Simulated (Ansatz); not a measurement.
`[CH3][SnH]([NH2])[F]` + `C#C` → `C#[C][SnH]([CH3])[F]` + NH₃ at 500 K and 1 bar (formal exchange of groups at the Sn–N bond).

Calculated with Ansatz (gas phase, PBE0-D4/def2-TZVP geometries, no zero-point term in ΔE). CCSD(T)/CBS is the MP2 limit (def2-TZVPP, def2-QZVPP) plus CCSD(T) − MP2 in def2-TZVPP, frozen cores. This one scheme is used for every species. Elements past krypton have def2 core potentials. For Sn outer-core shells are correlated without core-valence functions, which leaves a few kJ/mol of doubt a bond. Each species was taken in one conformer, which may not be the lowest.

| species | CCSD(T)/CBS energy (Eh) | H − E (kJ/mol) | S (J/(mol·K)) |
| --- | --- | --- | --- |
| `[CH3][SnH]([NH2])[F]` | -410.22990 | 231.9 | 429.6 |
| `C#C` | -77.22717 | 90.7 | 225.3 |
| `C#[C][SnH]([CH3])[F]` | -430.95503 | 217.4 | 445.2 |
| NH₃ | -56.50880 | 108.2 | 211.8 |

H − E and S are ideal-gas, rigid-rotor, harmonic terms from PBE0-D4/def2-TZVP, for one conformer and one mirror image of each species. 1 Eh = 2625.50 kJ/mol, R = 8.31446 J/(mol·K).

Task: By hand: ΔE, ΔH, ΔS and ΔG.

Result: ΔE = (-430.95503) + (-56.50880) − (-410.22990) − (-77.22717) = -0.00676 Eh = -17.7 kJ/mol. Δ(H − E) = 217.4 + 108.2 − 231.9 − 90.7 = 3.0, so ΔH = -14.7 kJ/mol. ΔS = 445.2 + 211.8 − 429.6 − 225.3 = 2.1 J/(mol·K). ΔG = -14.7 − 500 × (2.1)/1000 = -15.8 kJ/mol.

Task: By hand: the equilibrium constant, and the temperature at which ΔG would vanish if ΔH and ΔS stayed fixed.

Result: log₁₀ K = −ΔG/(RT ln 10) = 1.7. ΔH and −TΔS have one sign here, so there is no such temperature.

The number of gas molecules stays the same, so ΔS is small and ΔH decides. A doubt of 5 kJ/mol in ΔE shifts log₁₀ K by 0.5 here. Other conformers and mirror images would add mixing entropy, several J/(mol·K) or more a flexible species. These are equilibria of isolated gas molecules and say nothing of rates. Largest T1 diagnostic: 0.013 (customary marks: 0.02 for closed shells, 0.045 for open ones).

ΔS is within the doubt of such terms, so its sign, and with it that verdict, could turn.
